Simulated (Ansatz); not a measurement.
One change: `C[O][Bi]([F])[F]` becomes `C[O][Bi]([F])[Cl]`.

Ansatz, PBE0-D4/def2-TZVP geometries, multiplicity 1. Each molecule was computed in one conformer, which needn't be the lowest.

Elements past krypton have def2 core potentials.

```csv
property,`C[O][Bi]([F])[F]`
size of the dipole moment (PBE/def2-TZVPP) / D,3.05
LUMO energy (PBE/def2-TZVPP) / eV,-2.07
HOMO energy (ωB97M-V/def2-TZVPP) / eV,-10.65
size of the dipole moment (B3LYP/def2-TZVPP) / D,3.31
HOMO energy (PBE0/def2-TZVPP) / eV,-8.24
HOMO–LUMO gap (ωB97M-V/def2-TZVPP) / eV,10.98
```

**Question.** Give the same properties after the change, and the shifts. (An estimate is asked.)

**Answer.** Computed: 
| property | `C[O][Bi]([F])[Cl]` | shift |
| --- | --- | --- |
| size of the dipole moment (PBE/def2-TZVPP) / D | 2.83 | -0.22 |
| LUMO energy (PBE/def2-TZVPP) / eV | -2.21 | -0.14 |
| HOMO energy (ωB97M-V/def2-TZVPP) / eV | -10.62 | 0.03 |
| size of the dipole moment (B3LYP/def2-TZVPP) / D | 3.03 | -0.28 |
| HOMO energy (PBE0/def2-TZVPP) / eV | -8.24 | 0.00 |
| HOMO–LUMO gap (ωB97M-V/def2-TZVPP) / eV | 10.84 | -0.14 |

Dipoles are sizes alone; their direction can turn.

B3LYP here is the variant with VWN-RPA as its local correlation; programs differ in this.

Spin–orbit coupling is left out; it splits and shifts lone-pair levels of the heavy atoms by tenths of an eV.
